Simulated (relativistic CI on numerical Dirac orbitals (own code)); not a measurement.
How well does a small relativistic CI reproduce Sc I?

Calculated at this level of theory: Dirac-Coulomb-Breit CI, separate exchange-only KLI orbitals for each configuration, model QED, valence Slater integrals scaled by 0.85, P86 correlation energy added to each configuration (own radial code, finite nucleus).

Configurations in the expansion (outside the closed core [Ar]): 3d 4s2, 3d2 4s, 3d 4s 4p, 4s2 4p, 3d2 4p, 3d3, 3d 4s 4d, 3d 4s 4f, 4s2 5p, 3d 4s 5s, 4s2 6s, 4s2 5d, 3d2 4d, 4s2 6p, 3d 4s 5p, 3d 4p2, 4p3, 4p2 5p. Double excitations out of closed p, d and f shells are left out; levels of such configurations are missing from the list, as are those of other unlisted configurations, and high levels can miss mixing partners. These lack a partner that the ground configuration has and come out too high: 4s2 6s, 4s2 5d, 4s2 6p.

```tsv
Configuration	Term (tabulated)	J	Measured (cm⁻¹)	Computed	Error	Purity (%)
3d 4s2	2D	3/2	0.0	0	0	92
3d 4s2	2D	5/2	168.3	147	-22	92
3d2 4s	4F	3/2	11520.0	12644	1124	98
3d2 4s	4F	5/2	11557.7	12666	1109	98
3d2 4s	4F	7/2	11610.3	12697	1086	98
3d2 4s	4F	9/2	11677.4	12735	1058	98
3d2 4s	2F	5/2	14926.1	16962	2036	89
3d2 4s	2F	7/2	15041.9	17039	1997	89
3d 4s 4p	4F°	3/2	15672.6	13481	-2191	97
3d 4s 4p	4F°	5/2	15756.6	13552	-2205	98
3d 4s 4p	4F°	7/2	15881.8	13652	-2230	98
3d 4s 4p	4D°	1/2	16009.8	13963	-2047	97
3d 4s 4p	4D°	3/2	16021.8	13994	-2027	96
3d 4s 4p	2D°	5/2	16022.7	14300	-1723	91
3d 4s 4p	4F°	9/2	16026.6	13777	-2250	98
3d 4s 4p	2D°	3/2	16096.9	14313	-1783	93
3d 4s 4p	4D°	5/2	16141.1	14049	-2092	94
3d 4s 4p	4D°	7/2	16210.9	14136	-2075	97
3d 4s 4p	4P°	1/2	18504.1	16022	-2482	98
3d 4s 4p	4P°	3/2	18515.7	16034	-2481	98
3d 4s 4p	4P°	5/2	18571.4	16071	-2501	98
3d 4s 4p	2F°	5/2	21032.8	19853	-1180	94
3d 4s 4p	2F°	7/2	21085.8	19893	-1193	94
3d 4s 4p	2D°	3/2	24866.2	23961	-906	65
3d 4s 4p	2D°	5/2	25014.2	24088	-926	65
3d 4s 4p	2F°	5/2	25584.6	25448	-137	64
3d 4s 4p	2F°	7/2	25724.7	25568	-157	63
3d2 4p	4G°	5/2	29022.8	29382	360	100
3d2 4p	4G°	7/2	29096.2	29440	344	100
3d2 4p	4G°	9/2	29189.8	29514	324	100
3d2 4p	4G°	11/2	29303.5	29604	301	100
```

Measured levels from NIST Handbook of Basic Atomic Spectroscopic Data (Sansonetti and Martin, J. Phys. Chem. Ref. Data 34, 1559 (2005)); pairs were made by configuration, J and term (by order where the table uses no LS term), so strongly mixed levels may be paired wrongly.

Mean error by configuration (cm⁻¹): 3d 4s2 -22; 3d2 4s 1402; 3d 4s 4p -1715; 3d2 4p 332. Over the excited levels the mean absolute error is 1412 cm⁻¹ (30 of the 36 excited levels that our extract of the source holds in range could be paired, and the others can miss by more), and the median relative error of those above 1,000 cm⁻¹ is 11 %.

Transition probabilities of persistent lines. The last column rescales the computed rate by the cube of measured over computed energy:

| λ measured (Å) | Lower | Upper | A tabulated (s⁻¹) | A computed | A rescaled |
| --- | --- | --- | --- | --- | --- |
| 3907.48 air | 3d 4s2 2D_3/2 | 3d 4s 4p 2F°_5/2 | 1.66e+08 | 1.93e+08 | 1.96e+08 |
| 3911.81 air | 3d 4s2 2D_5/2 | 3d 4s 4p 2F°_7/2 | 1.79e+08 | 2.08e+08 | 2.11e+08 |
| 3933.38 air | 3d 4s2 2D_5/2 | 3d 4s 4p 2F°_5/2 | 1.62e+07 | 1.52e+07 | 1.54e+07 |
| 3996.60 air | 3d 4s2 2D_3/2 | 3d 4s 4p 2D°_5/2 | 1.65e+07 | 1.40e+07 | 1.57e+07 |
| 4020.39 air | 3d 4s2 2D_3/2 | 3d 4s 4p 2D°_3/2 | 1.63e+08 | 1.68e+08 | 1.88e+08 |
| 4023.68 air | 3d 4s2 2D_5/2 | 3d 4s 4p 2D°_5/2 | 1.65e+08 | 1.70e+08 | 1.90e+08 |
